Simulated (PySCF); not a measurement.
C5H10ClSi (doublet state).
SMILES with atom numbers: `[CH3:1][C@@H:2]1[CH2:3][CH2:4][Si:5]1[CH2:6][Cl:7]` (hydrogens: H8, H9, H10 on C1; H11 on C2; H12, H13 on C3; H14, H15 on C4; H16, H17 on C6)

Cartesian coordinates in Å at the GFN2-xTB level; atoms count from 1:
```
atom  x, y, z in Å
C1    -0.9726   -1.2305    1.0962
C2    -0.8315    0.2356    0.7277
C3    -1.2194    0.5971   -0.7215
C4    -0.0605    1.5160   -1.1458
Si5    0.9409    0.9605    0.4082
C6     2.2470   -0.3782   -0.0765
Cl7    2.7788   -1.2730    1.3803
H8    -0.5973   -1.4102    2.1015
H9    -0.4159   -1.8634    0.4079
H10   -2.0199   -1.5324    1.0644
H11   -1.4108    0.8318    1.4350
H12   -1.2393   -0.3022   -1.3369
H13   -2.1938    1.0798   -0.7905
H14    0.3510    1.2859   -2.1264
H15   -0.3515    2.5628   -1.1491
H16    1.8458   -1.1216   -0.7659
H17    3.1421    0.0541   -0.5184
```

The hyperfine couplings belong to this conformer and change with its torsions.

Theory: UKS B3LYP, pcH-1 on C Cl H Si, non-relativistic, mean-field spin-orbit, GIAO (PySCF). The structure is a single GFN2-xTB conformer in the gas phase; no vibrational or solvent corrections. Couplings are sensitive to structure, and on GFN2-xTB geometries they can be far from those on DFT ones, by a factor of two or more for some ions and for spin on atoms past the first row. No stability test was run, so a lower SCF solution isn't excluded.

**Question.** The isotropic 13C couplings are +30.3, +24.4, +20.8, +13.6, +2.8 MHz. Assign them to C1; C2; C3; C4; C6.

**Answer.** 
```json
{"site": "C1", "a_iso (MHz)": "+2.8", "ρ(0) (bohr⁻³)": "+0.0025", "position": "2 bonds from Si5", "distance from Si5 (Å)": "2.99", "spin population": "0.00", "largest |T| (MHz)": "2.0"}
{"site": "C2", "a_iso (MHz)": "+20.8", "ρ(0) (bohr⁻³)": "+0.0185", "position": "1 bond from Si5", "distance from Si5 (Å)": "1.94", "spin population": "+0.06", "largest |T| (MHz)": "19.8"}
{"site": "C3", "a_iso (MHz)": "+24.4", "ρ(0) (bohr⁻³)": "+0.0217", "position": "2 bonds from Si5", "distance from Si5 (Å)": "2.46", "spin population": "+0.01", "largest |T| (MHz)": "5.3"}
{"site": "C4", "a_iso (MHz)": "+13.6", "ρ(0) (bohr⁻³)": "+0.0121", "position": "1 bond from Si5", "distance from Si5 (Å)": "1.93", "spin population": "+0.04", "largest |T| (MHz)": "15.4"}
{"site": "C6", "a_iso (MHz)": "+30.3", "ρ(0) (bohr⁻³)": "+0.0269", "position": "1 bond from Si5", "distance from Si5 (Å)": "1.93", "spin population": "+0.01", "largest |T| (MHz)": "9.2"}
```

ρ(0) is the spin density at the nucleus and T the dipolar tensor; a_iso includes a spin–orbit part; entries for several nuclei are means. The largest Mulliken spin populations are on Si5 (+0.83) and C2 (+0.06). Si5 is the only atom above +0.15. The angles at Si5 add up to 300.4°, so it is pyramidal.

Means are taken over nuclei equivalent by connectivity, which assumes that they swap fast. The three 1H nuclei of mean +5.7 MHz run from 0.2 to 14.0 MHz in the frozen geometry.
